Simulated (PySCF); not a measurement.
## Frontier orbitals and the lowest excitations

Ge(CCH)2H2, C₄H₄Ge.
Structure used (PBE0-D3(BJ)/def2-SVP), in Å, numbered top down from 1:
```xyz
9
C4H4Ge angstrom
Ge    -0.807   -0.040   -0.559
C     -0.750   -0.016    1.339
C     -0.733   -0.010    2.554
H     -0.719   -0.001    3.630
C      0.971    0.007   -1.225
C      2.109    0.045   -1.651
H      3.116    0.078   -2.027
H     -1.564    1.197   -1.057
H     -1.490   -1.329   -1.029
```

Computed, not measured: TDDFT CAM-B3LYP/def2-SVPD, vertical, gas phase, core orbitals frozen in the response (PySCF). Relativistic effects, spin–orbit coupling among them, are left out although an element past zinc is present.

Kohn–Sham orbitals with the atoms that hold most of them (Löwdin shares over 4%, at most four atoms; ? is withheld):

| orbital | ε (eV) | atoms |
| --- | --- | --- |
| LUMO+2 | 1.08 | Ge1 37%, C6 14%, C5 12%, C3 12% |
| LUMO+1 | 0.84 | Ge1 22%, C3 15%, C6 15%, C2 14% |
| LUMO | 0.78 | Ge1 31%, C3 13%, C2 12%, C6 12% |
| HOMO | -9.48 | ? |
| HOMO-1 | -9.60 | ? |
| HOMO-2 | -9.77 | C2 23%, C5 23%, C3 22%, C6 22% |
| HOMO-3 | -9.84 | C2 22%, C5 22%, C3 20%, C6 20% |

Give the leading atoms of the HOMO-1.

C5 (bonded to C and Ge) 24%; C2 (bonded to C and Ge) 24%; C6 (bonded to C and H) 23%; C3 (bonded to C and H) 23%.

Which atoms hold the HOMO, and with what shares?

C5 (bonded to C and Ge) 19%; C6 (bonded to C and H) 19%; C2 (bonded to C and Ge) 19%; C3 (bonded to C and H) 19%.

The HOMO–LUMO gap is 10.26 eV. Where does the response calculation put the lowest singlet, and from which orbitals?

S1 is at 6.08 eV (f = 0.0000), 4.18 eV below the gap, made of HOMO-1→LUMO+1 (28%), HOMO-2→LUMO (21%), HOMO→LUMO+3 (16%). Its leading pair isn't HOMO and LUMO; the energies of that pair differ by 10.43 eV. 

Next come S2 at 6.08 eV (f 0.0004), HOMO→LUMO (31%), HOMO-2→LUMO+3 (17%), HOMO-3→LUMO+1 (14%); S3 at 6.32 eV (f 0.0000), HOMO-1→LUMO+1 (40%), HOMO-2→LUMO (17%), HOMO-3→LUMO+4 (15%); S4 at 6.34 eV (f 0.0020), HOMO-2→LUMO+1 (30%), HOMO-1→LUMO (25%), HOMO→LUMO+4 (16%); S5 at 6.37 eV (f 0.0032), HOMO→LUMO+1 (35%), HOMO-3→LUMO (19%), HOMO-1→LUMO+3 (15%).
